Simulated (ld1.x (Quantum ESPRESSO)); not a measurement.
## Reading a pseudo-wave (chromium)

Columns: radius, all-electron u(r) and pseudo u(r) of the 4p shell (level -0.99 eV) of chromium in the configuration [Ar] 3d5 4s1 4p0; PBE, scalar-relativistic, RRKJ scheme, ld1.x (Quantum ESPRESSO) 7.5.

```csv
r (bohr),all-electron,pseudo
0.205,0.0756,0.0027
0.410,-0.0621,0.0110
0.615,-0.1455,0.0251
0.820,-0.1390,0.0450
1.025,-0.0820,0.0708
1.230,-0.0067,0.1023
1.435,0.0703,0.1386
1.640,0.1416,0.1787
1.845,0.2046,0.2209
2.050,0.2588,0.2633
2.255,0.3046,0.3039
2.460,0.3427,0.3410
2.665,0.3737,0.3730
2.870,0.3983,0.3990
3.075,0.4172,0.4189
3.280,0.4310,0.4328
3.485,0.4404,0.4417
3.690,0.4457,0.4464
3.895,0.4477,0.4479
4.100,0.4469,0.4469
4.305,0.4436,0.4436
4.510,0.4383,0.4383
4.715,0.4314,0.4314
4.920,0.4232,0.4232
5.125,0.4140,0.4140
5.330,0.4038,0.4038
```

**Question.** How many radial nodes do the two functions have?

**Answer.** The all-electron 4p function has n − l − 1 = 2; the pseudo-wave has 0, since the states of the same l below it are removed with the core.

**Question.** At about which radius was the pseudo-wave matched?

**Answer.** 4.10 bohr, where the columns begin to agree (steps of 0.20 bohr).

**Question.** Is the pseudo-wave norm-conserving?

**Answer.** Yes: the RRKJ scheme keeps the norm inside the radius equal to the all-electron one, which fixes the energy derivative of the logarithmic derivative at the level.
